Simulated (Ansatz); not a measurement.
Born–Oppenheimer molecular dynamics of H₆N₂O₂Zr (11 atoms, charge 0, multiplicity 1). It starts from a relaxed structure.

Theory: Ansatz 0.2.0, RHF/def2-SVP.

* ensemble: NVE (velocity Verlet)
* time step: 0.5 fs
* steps asked: 92
* starting velocities drawn for: 1000 K
* seed: 813207

First frame:

```xyz
11
Properties=species:S:1:pos:R:3
Zr -0.132 -0.129 0.000
O -0.380 -0.258 1.920
H -0.473 -0.135 2.846
O 1.743 -0.105 -0.502
H 2.640 -0.266 -0.725
N -0.922 1.591 -0.822
H -1.899 1.819 -0.897
H -0.393 2.362 -1.191
N -1.182 -1.726 -0.777
H -1.573 -2.484 -0.244
H -1.363 -1.903 -1.750
```

Q: What does the run give?

A: All steps were run.

```json
{
  "steps done": "92",
  "time covered": "46 fs",
  "mean temperature over the second half": "509 K",
  "spread of the potential energy over the second half": "18.7 meV per atom",
  "mean potential energy of the second half above the start": "52.9 meV per atom"
}
```

The conserved energy stayed within 2 meV per atom of its start (net change 1.1 meV per atom), so the integration is sound. A run of 0.046 ps of so small a system gives no equilibrium averages.

Q: What happens to the structure?

A: The same pairs are bonded in the first frame and the last. Pairs count as bonded within 1.25 times the sum of covalent radii (0.12 Å more for H–H). The details hang on the random start.

Q: How do temperature and energy run in time?

A: 
```
time (fs)  T (K)  potential energy less start (eV)  conserved less start (meV/atom)
        0   1000                             0.000                             0.00
      3.5    668                             0.395                             0.84
        7    284                             0.854                             1.95
     10.5    324                             0.804                             1.59
       14    565                             0.511                             0.45
     17.5    619                             0.445                             0.17
       21    397                             0.713                             1.05
     24.5    266                             0.874                             1.83
       28    514                             0.577                             1.05
     31.5    766                             0.277                             0.39
       35    611                             0.459                             0.61
     38.5    305                             0.826                             1.54
       42    319                             0.809                             1.49
     45.5    591                             0.482                             0.56
```

Run time: 2.8 min on 2 threads of Arm Neoverse V1, with other jobs on the host, peak memory 0.25 GiB.
